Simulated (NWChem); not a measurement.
Basis-set convergence for H₄BP

```xyz
6

B      1.2689     0.2823     0.0000
H      1.8342     0.4720     1.0489
H      1.8342     0.4720    -1.0489
P     -0.5594    -0.0368     0.0000
H     -0.8112    -0.9016     1.0942
H     -0.8112    -0.9016    -1.0942
```
Charge 0, spin multiplicity 1.

Program: NWChem. All single points use one geometry, from PBE0/def2-SVP, a minimum by its harmonic frequencies. It is one conformer; others weren't searched.

Quantity: vertical ionisation energy at the level ΔMP2 (Δ: difference of total energies, the cation a doublet at the parent's geometry with its hole in an orbital of symmetry a' (Cs labels); it is the state that the SCF runs reached, from PBE0 orbitals for Hartree-Fock references, and need not be the lowest).

The correlated methods keep 6 core orbitals frozen. The Pople sets run with spherical d functions. The structure started from a generated list of species. The stability of the SCF solutions was not checked. Open-shell Hartree-Fock references start from PBE0 orbitals; any time given for them includes that run.

Costs are rough ratios of processor time within this set of runs, SCF included, with 3-21G as 1.

```csv
basis,functions,vertical ionisation energy (eV),relative cost
3-21G,30,9.31,1
6-31+G*,48,9.40,under 3
cc-pVDZ,52,9.58,3
def2-SVPD,76,?,under 3
6-311++G**,80,?,3
cc-pVTZ,120,9.77,10
def2-TZVPP,129,9.77,9
aug-cc-pVTZ,188,?,90
cc-pVQZ,234,9.84,200
def2-QZVP,247,9.84,200
```

Complete the blanks.


- def2-SVPD, vertical ionisation energy (eV): 9.65
- 6-311++G**, vertical ionisation energy (eV): 9.52
- aug-cc-pVTZ, vertical ionisation energy (eV): 9.81
